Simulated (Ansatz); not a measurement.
Basis sets compared for the cluster Be₃Br₄⁺. Total charge 1; doublet. Geometry PBE0-D4/def2-SVP. Ansatz on 4 threads of Intel Xeon on a shared host; times are rough, and most runs start from earlier orbitals.

Cartesian coordinates in Å:
```
Be 0.5053 0.7390 -0.0891
Be -1.1391 2.8502 -0.5005
Be 0.3222 -2.3242 0.3789
Br -1.5584 0.5491 -0.2292
Br 1.1439 2.6990 -0.3076
Br -1.1155 -3.5793 0.4860
Br 1.8416 -0.9338 0.2615
```

Another isomer (doublet) lies 0.71 eV lower at PBE0-D4/def2-TZVP; other spin states weren't run for this one.

| level | functions | energy (Eh) | HOMO (eV) | LUMO (eV) | wall time |
| --- | --- | --- | --- | --- | --- |
| HF/STO-3G | 87 | -10222.2137 | -11.02 | 0.27 | 2.7 s |
| PBE-D4/def2-SVP | 155 | -10337.9033 | -8.49 | -6.69 | 5.5 s |
| PBE0-D4/def2-SVP | 155 | -10338.2773 | -9.47 | -5.91 | 11 s |

**Question.** Estimate the rows for HF/def2-TZVP, PBE-D4/def2-TZVP (with forces), PBE0-D4/def2-TZVP.

**Answer.** 
```
                         level  functions  energy (Eh)  HOMO (eV)  LUMO (eV)  wall time
                  HF/def2-TZVP        249  -10333.6016     -12.07      -2.85       23 s
PBE-D4/def2-TZVP (with forces)        249  -10339.2049      -8.48      -6.66       13 s
             PBE0-D4/def2-TZVP        249  -10339.5818      -9.45      -5.86       30 s
```
